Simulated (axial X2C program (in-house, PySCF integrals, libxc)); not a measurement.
## Low determinants of Sn₂⁻ at the PBE0 level, spin-free

Computed with an in-house relativistic program for diatomic molecules. Spin-free means the one-electron spin-free X2C Hamiltonian. Basis: Sn dyall-acv3z [12s13p10d5f1g] (cores contracted in-house); Gaussian nuclei, density fitting, unrestricted open shells. Masses: Sn 119.902 u.

Search at 2.667 Å (vertical energies from the lowest determinant):

| ΔE (eV) | state | electrons beyond evenly filled partner blocks | electrons in σ, π, δ, φ |
| --- | --- | --- | --- |
| 0.00 | M_S = 1/2, Λ = 1 | π+α, π+β, π-α | 42 43 16 0 |
| 0.18 | M_S = 1/2, Λ = 0 | σα | 41 44 16 0 |
| 0.99 | M_S = 3/2, Λ = 1 | 2 × π+α, π-α | 42 43 16 0 |
| 1.30 | M_S = 3/2, Λ = 0 | σα, π+α, π+β, 2 × π-α | 41 44 16 0 |
| 1.30 | M_S = 3/2, Λ = 2 | σα, 2 × π+α, π+β, π-α | 41 44 16 0 |
| 1.63 | M_S = 1/2, Λ = 0 | σβ, π+α, π+β, 2 × π-α | 41 44 16 0 |
| 2.02 | M_S = 3/2, Λ = 0 | σα, π+α, π-α | 43 42 16 0 |

Lowest determinant, M_S = 1/2, Λ = 1 (beyond evenly filled blocks: π+α, π+β, π-α): Re = 2.661 Å, ωe = 211.8 cm⁻¹.

The determinant in row 2 of the search, M_S = 1/2, Λ = 0 (beyond evenly filled blocks: σα), was followed along the bond at PBE0; measured from the minimum of the lowest determinant it gives:

Te = 0.128 eV (1031 cm⁻¹), Re = 2.566 Å, ωe = 225.0 cm⁻¹.

Question: Compare the bond of the determinant in row 2 with that of the lowest one.

Answer: At PBE0 its Re is 0.095 Å shorter and its force constant, which goes as ωe², is 1.13 times that of the lowest determinant. T0 ≈ Te + Δωe/2 = 1031 + (7) = 1038 cm⁻¹.

The search compares states at one distance, so a state with another bond length can lie lower; it is not exhaustive and yields mostly the lowest determinant of each block pattern, so other components and higher states of one pattern are missing. These are energies of single determinants, not of spin-adapted states; PBE0 term energies can be off by some tenths of an eV, and the functional has no current term. The lowest determinant need not be the ground state where others lie within half an eV. For an anion, determinants above electron detachment are held by the basis set.
